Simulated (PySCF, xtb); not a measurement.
H3NSeZn, SMILES [SeH][Zn][NH2].

GFN2-xTB in xtb 6.7.1 at its own geometry gives an orbital gap of 3.32 eV and a dipole moment of 4.39 D.

Coordinates come from a B3LYP-D3(BJ)/def2-SVP optimisation. The structure was generated by enumeration; whether it is a known compound was not checked. One conformer was computed; it need not be the lowest.

### Question
What does PBE/def2-TZVPD (PySCF) give? (Estimate from the structure and the level; the computed values follow.)

### Answer
gap 4.16 eV (levels -5.87 and -1.71 eV), dipole 1.70 D.
